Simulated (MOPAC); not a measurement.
Input file for MOPAC: AM1 on BiClH2 (SMILES [Cl][BiH2]), a point of a bond scan (R = 1.802 Å).

```
AM1 1SCF PRECISE CHARGE=0 THREADS=1
BiClH2

Bi    -0.26735610 1    -0.21428136 1     0.22757395 1
H     -1.65689705 1     0.35548230 1    -0.76888040 1
H     -0.10663524 1    -1.65617136 1    -0.84177071 1
Cl     1.40906403 1     1.12270836 1    -1.01635216 1
```

Program output:

```
*******************************************************************************
 **                                                                           **
 **                              MOPAC v23.2.5                                **
 **                                                                           **
 *******************************************************************************
 ** MOPAC's Digital Object Identifier: https://doi.org/10.5281/zenodo.6511958 **
 **                                                                           **
 ** Please cite the open-source release paper for use of this MOPAC version:  **
 ** J. E. Moussa and J. J. P. Stewart (2026)                                  **
 ** MOPAC: An open-source semiempirical molecular orbital program             **
 ** J. Open Source Softw., 11(119), 8025, https://doi.org/10.21105/joss.08025 **
 *******************************************************************************

                              AM1 CALCULATION RESULTS

 *******************************************************************************
 *  AM1        - The AM1 Hamiltonian to be used
 *
 *
 *
 *                 CHARGE ON SYSTEM = 0
 *
 *
 *
 *  PRECISE    - TIGHTER CRITERIA TO BE USED
 *  1SCF       - DO 1 SCF AND THEN STOP
 *  THREADS=1  - MULTI-THREADING NOT USED
 *  T=         - A TIME OF 172800.0 SECONDS REQUESTED
 *  DUMP=N     - RESTART FILE WRITTEN EVERY 7200.0 SECONDS REQUESTED
 *******************************************************************************
AM1 1SCF PRECISE CHARGE=0 THREADS=1
 BiClH2

   ATOM   CHEMICAL          X               Y               Z
  NUMBER   SYMBOL      (ANGSTROMS)     (ANGSTROMS)     (ANGSTROMS)

     1      Bi         -0.26735610  *  -0.21428136  *   0.22757395  *
     2       H         -1.65689705  *   0.35548230  *  -0.76888040  *
     3       H         -0.10663524  *  -1.65617136  *  -0.84177071  *
     4      Cl          1.40906403  *   1.12270836  *  -1.01635216  *



          CARTESIAN COORDINATES

    NO.       ATOM           X           Y           Z

     1        Bi         -0.2674     -0.2143      0.2276
     2         H         -1.6569      0.3555     -0.7689
     3         H         -0.1066     -1.6562     -0.8418
     4        Cl          1.4091      1.1227     -1.0164

  H: (AM1): M.J.S. DEWAR ET AL, J. AM. CHEM. SOC. 107 3902-3909 (1985)
 Cl: (AM1): M.J.S. DEWAR AND E. G. ZOEBISCH, THEOCHEM, 180, 1 (1988).
 Bi: (AM1): J. J. P. STEWART, J. MOL. MOD., 10, 155-164 (2004)

           Empirical Formula: H2 Bi Cl  =     4 atoms



      MOLECULAR POINT GROUP   :   Cs


      RHF CALCULATION, NO. OF DOUBLY OCCUPIED LEVELS = 7


 -------------------------------------------------------------------------------
 AM1 1SCF PRECISE CHARGE=0 THREADS=1
 BiClH2



     1SCF WAS SPECIFIED, SO BFGS WAS NOT USED
     SCF FIELD WAS ACHIEVED


                              AM1 CALCULATION
                                                       MOPAC v23.2.5 Linux




          FINAL HEAT OF FORMATION =        173.56472 KCAL/MOL =     726.19479 KJ/MOL


          COSMO AREA              =        109.63 SQUARE ANGSTROMS
          COSMO VOLUME            =        100.33 CUBIC ANGSTROMS

          IONIZATION POTENTIAL    =         10.455654 EV
          HOMO LUMO ENERGIES (EV) =        -10.456 -3.935
          NO. OF FILLED LEVELS    =          7
          MOLECULAR WEIGHT        =        246.4492         POINT GROUP:  Cs

          MOLECULAR DIMENSIONS (Angstroms)

            Atom       Atom       Distance
           Cl     4    H     3     3.17017
            H     3    H     2     2.32782
           Bi     1   Cl     4     1.08531


          SCF CALCULATIONS        =          1





   ATOM   CHEMICAL          X               Y               Z
  NUMBER   SYMBOL      (ANGSTROMS)     (ANGSTROMS)     (ANGSTROMS)

     1      Bi         -0.26735610  *  -0.21428136  *   0.22757395  *
     2       H         -1.65689705  *   0.35548230  *  -0.76888040  *
     3       H         -0.10663524  *  -1.65617136  *  -0.84177071  *
     4      Cl          1.40906403  *   1.12270836  *  -1.01635216  *

                             CARTESIAN COORDINATES

   1   Bi       -0.267356100    -0.214281360     0.227573950
   2    H       -1.656897050     0.355482300    -0.768880400
   3    H       -0.106635240    -1.656171360    -0.841770710
   4   Cl        1.409064030     1.122708360    -1.016352160


           Empirical Formula: H2 Bi Cl  =     4 atoms



      MOLECULAR POINT GROUP   :   Cs


                  EIGENVALUES
 -33.94200 -19.01161 -12.38850 -12.02604 -11.41018 -10.57914 -10.45565  -3.93518
  -3.42625  -2.80908


              NET ATOMIC CHARGES AND DIPOLE CONTRIBUTIONS

  ATOM NO.   TYPE          CHARGE      No. of ELECS.   s-Pop       p-Pop
    1         Bi           1.248759        3.7512     1.99899     1.75225
    2          H          -0.251855        1.2519     1.25186
    3          H          -0.251854        1.2519     1.25185
    4         Cl          -0.745050        7.7450     1.98005     5.76500
 DIPOLE           X         Y         Z       TOTAL
 POINT-CHG.    -4.513    -3.730     6.951     9.088
 HYBRID         0.039     0.032    -0.051     0.072
 SUM           -4.474    -3.698     6.899     9.016


          ATOMIC ORBITAL ELECTRON POPULATIONS

     Atom    s        px        py        pz
    1 Bi   1.99899   0.55280   0.78169   0.41776
    2  H   1.25186
    3  H   1.25185
    4 Cl   1.98005   1.94510   1.93637   1.88352

 **********************
 *                    *
 * JOB ENDED NORMALLY *
 *                    *
 **********************




 == MOPAC DONE ==
```

The run finished.

Cost: roughly 0.03 core-seconds.
